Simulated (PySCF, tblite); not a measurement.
Species: C6H13F.
SMILES with atom numbers: `[CH3:1][CH2:2][C@@H:3]([CH3:4])[CH2:5][CH2:6][F:7]` (hydrogens: H8, H9, H10 on C1; H11, H12 on C2; H13 on C3; H14, H15, H16 on C4; H17, H18 on C5; H19, H20 on C6)

Computed with GFN2-xTB (tblite), gas phase: nudged elastic band of 9 images (0 to 8), spring 0.2 eV/Å², climbing image at the end, force threshold 0.05 eV/Å. No saddle search or frequency run followed, so the top image need not be a first-order saddle, and its height can exceed the method's true barrier by a kcal/mol or more.

Path: rotation about C3–C5 (sp3 CH carbon, chain CH2 carbon), followed by the dihedral C2–C3–C5–C6.

Image 0 (start, dihedral 67°):
```
atom  x, y, z in Å
C1     -2.034   -1.215    0.148
C2     -0.676   -0.691    0.603
C3     -0.045    0.300   -0.381
C4     -0.885    1.569   -0.517
C5      1.376    0.685    0.056
C6      2.389   -0.451   -0.003
F7      2.309   -1.264    1.104
H8     -2.785   -0.429    0.154
H9     -1.969   -1.624   -0.858
H10    -2.370   -2.005    0.816
H11    -0.006   -1.542    0.729
H12    -0.781   -0.209    1.577
H13     0.018   -0.179   -1.365
H14    -1.010    2.047    0.452
H15    -1.868    1.342   -0.919
H16    -0.403    2.276   -1.189
H17     1.352    1.075    1.076
H18     1.742    1.480   -0.598
H19     2.228   -1.093   -0.875
H20     3.412   -0.062   -0.013
```

Image 8 (end, -0.003 eV, dihedral 165°):
```
atom  x, y, z in Å
C1     -2.321   -1.035    0.364
C2     -1.026   -0.473    0.939
C3      0.002   -0.085   -0.132
C4     -0.478    1.116   -0.944
C5      1.353    0.210    0.536
C6      2.518    0.254   -0.443
F7      2.704   -0.980   -1.023
H8     -2.852   -0.288   -0.220
H9     -2.112   -1.890   -0.275
H10    -2.977   -1.361    1.168
H11    -0.583   -1.230    1.591
H12    -1.249    0.402    1.553
H13     0.138   -0.938   -0.806
H14    -0.642    1.972   -0.292
H15    -1.410    0.886   -1.453
H16     0.250    1.394   -1.701
H17     1.566   -0.568    1.272
H18     1.309    1.168    1.057
H19     2.350    0.959   -1.261
H20     3.455    0.499    0.067
```

**Question.** What do the inner images look like?

**Answer.** 
Image 1: +0.008 eV, dihedral 78°
```
atom  x, y, z in Å
C1     -2.066   -1.203    0.176
C2     -0.720   -0.669    0.656
C3     -0.038    0.273   -0.343
C4     -0.858    1.541   -0.577
C5      1.368    0.660    0.141
C6      2.429   -0.409   -0.084
F7      2.369   -1.392    0.877
H8     -2.808   -0.411    0.115
H9     -1.969   -1.658   -0.808
H10    -2.434   -1.956    0.870
H11    -0.057   -1.513    0.848
H12    -0.862   -0.139    1.601
H13     0.059   -0.251   -1.302
H14    -0.995    2.087    0.354
H15    -1.837    1.299   -0.980
H16    -0.360    2.192   -1.293
H17     1.337    0.901    1.205
H18     1.697    1.552   -0.394
H19     2.304   -0.910   -1.050
H20     3.436    0.017   -0.016
```

Image 2: +0.032 eV, dihedral 90°
```
atom  x, y, z in Å
C1     -2.104   -1.184    0.204
C2     -0.769   -0.647    0.712
C3     -0.033    0.236   -0.304
C4     -0.824    1.501   -0.636
C5      1.362    0.624    0.219
C6      2.469   -0.349   -0.164
F7      2.448   -1.471    0.631
H8     -2.827   -0.383    0.072
H9     -1.976   -1.691   -0.750
H10    -2.515   -1.893    0.920
H11    -0.123   -1.489    0.967
H12    -0.941   -0.071    1.625
H13     0.088   -0.338   -1.230
H14    -0.989    2.097    0.259
H15    -1.789    1.251   -1.065
H16    -0.288    2.104   -1.365
H17     1.340    0.706    1.308
H18     1.643    1.599   -0.182
H19     2.367   -0.698   -1.198
H20     3.457    0.106   -0.026
```

Image 3: +0.062 eV, dihedral 102°
```
atom  x, y, z in Å
C1     -2.148   -1.159    0.231
C2     -0.821   -0.626    0.763
C3     -0.028    0.192   -0.265
C4     -0.780    1.451   -0.692
C5      1.358    0.577    0.293
C6      2.505   -0.271   -0.240
F7      2.546   -1.496    0.385
H8     -2.848   -0.351    0.034
H9     -1.996   -1.714   -0.692
H10    -2.601   -1.825    0.963
H11    -0.203   -1.470    1.076
H12    -1.013   -0.005    1.642
H13     0.112   -0.435   -1.153
H14    -0.969    2.094    0.164
H15    -1.732    1.199   -1.149
H16    -0.202    2.007   -1.427
H17     1.357    0.495    1.382
H18     1.581    1.614    0.041
H19     2.404   -0.473   -1.312
H20     3.472    0.206   -0.045
```

Image 4 (top): +0.078 eV, dihedral 115°
```
atom  x, y, z in Å
C1     -2.193   -1.129    0.257
C2     -0.872   -0.604    0.810
C3     -0.022    0.140   -0.228
C4     -0.726    1.393   -0.747
C5      1.355    0.520    0.361
C6      2.530   -0.178   -0.310
F7      2.645   -1.474    0.139
H8     -2.867   -0.316   -0.001
H9     -2.023   -1.729   -0.634
H10    -2.687   -1.751    1.001
H11    -0.289   -1.450    1.181
H12    -1.075    0.061    1.653
H13     0.133   -0.539   -1.074
H14    -0.933    2.080    0.071
H15    -1.665    1.141   -1.229
H16    -0.105    1.901   -1.482
H17     1.388    0.274    1.424
H18     1.514    1.595    0.268
H19     2.412   -0.237   -1.397
H20     3.477    0.316   -0.066
```

Image 5: +0.071 eV, dihedral 127°
```
atom  x, y, z in Å
C1     -2.236   -1.097    0.281
C2     -0.917   -0.583    0.850
C3     -0.015    0.084   -0.196
C4     -0.665    1.329   -0.797
C5      1.351    0.456    0.420
C6      2.541   -0.077   -0.367
F7      2.732   -1.413   -0.097
H8     -2.880   -0.279   -0.031
H9     -2.056   -1.739   -0.578
H10    -2.767   -1.673    1.036
H11    -0.373   -1.429    1.276
H12    -1.122    0.125    1.656
H13     0.149   -0.643   -0.998
H14    -0.884    2.056   -0.017
H15    -1.594    1.079   -1.301
H16    -0.005    1.790   -1.528
H17     1.427    0.057    1.433
H18     1.447    1.541    0.485
H19     2.393   -0.001   -1.449
H20     3.470    0.429   -0.081
```

Image 6: +0.044 eV, dihedral 140°
```
atom  x, y, z in Å
C1     -2.278   -1.060    0.306
C2     -0.958   -0.561    0.884
C3     -0.007    0.023   -0.167
C4     -0.599    1.256   -0.845
C5      1.349    0.381    0.471
C6      2.540    0.034   -0.412
F7      2.809   -1.314   -0.333
H8     -2.888   -0.239   -0.061
H9     -2.096   -1.748   -0.518
H10    -2.845   -1.585    1.072
H11    -0.455   -1.403    1.366
H12    -1.158    0.192    1.650
H13     0.160   -0.750   -0.926
H14    -0.818    2.024   -0.104
H15    -1.519    1.013   -1.367
H16     0.097    1.666   -1.574
H17     1.476   -0.162    1.410
H18     1.382    1.448    0.697
H19     2.353    0.247   -1.470
H20     3.449    0.548   -0.082
```

Image 7: +0.013 eV, dihedral 154°
```
atom  x, y, z in Å
C1     -2.321   -1.014    0.334
C2     -0.994   -0.537    0.915
C3      0.002   -0.051   -0.145
C4     -0.526    1.169   -0.896
C5      1.350    0.286    0.513
C6      2.530    0.163   -0.442
F7      2.882   -1.160   -0.588
H8     -2.888   -0.192   -0.092
H9     -2.150   -1.754   -0.446
H10    -2.926   -1.471    1.115
H11    -0.538   -1.368    1.458
H12    -1.178    0.268    1.630
H13     0.161   -0.868   -0.857
H14    -0.730    1.980   -0.199
H15    -1.444    0.932   -1.426
H16     0.196    1.518   -1.630
H17     1.536   -0.397    1.344
H18     1.320    1.301    0.912
H19     2.297    0.529   -1.446
H20     3.416    0.676   -0.054
```

The largest changes of bonds and angles from start to top: C3–C5 1.535 → 1.545 Å, C2–H11 1.090 → 1.092 Å, C5–C6–F7 111.8 → 110.6°, C3–C5–H18 108.8 → 109.9°, C2–C3–H13 108.5 → 107.4°. GFN2-xTB torsional profiles can miss by a kcal/mol or more and can put conformers in the wrong order.

Other torsions move too; by image: C3–C5–C6–F7 (-81, -80, -78, -78, -78, -79, -79, -79, -64°).

**Question.** What do single points at PBE0/pcSseg-1 (PySCF, no dispersion term) give on some images?

**Answer.** 
| image | GFN2-xTB E (eV) | DFT E (eV) | HOMO (eV) | LUMO (eV) | dipole (D) |
| --- | --- | --- | --- | --- | --- |
| 0 | 0.000 | 0.000 | -8.58 | 1.52 | 1.70 |
| 2 | 0.032 | 0.046 | -8.60 | 1.56 | 1.71 |
| 4 | 0.078 | 0.103 | -8.64 | 1.56 | 1.72 |
| 6 | 0.044 | 0.054 | -8.68 | 1.52 | 1.73 |
| 8 | -0.003 | -0.029 | -8.73 | 1.46 | 1.70 |

Energies count from image 0 at each level. At the GFN2-xTB top the DFT energy is 2.4 kcal/mol against 1.8; the geometries weren't optimised at the DFT level.

The cost below is that of the whole band run. On one thread of an AMD EPYC, shared host, this took 9.2 s of wall time and 0.18 GiB of memory at its peak.
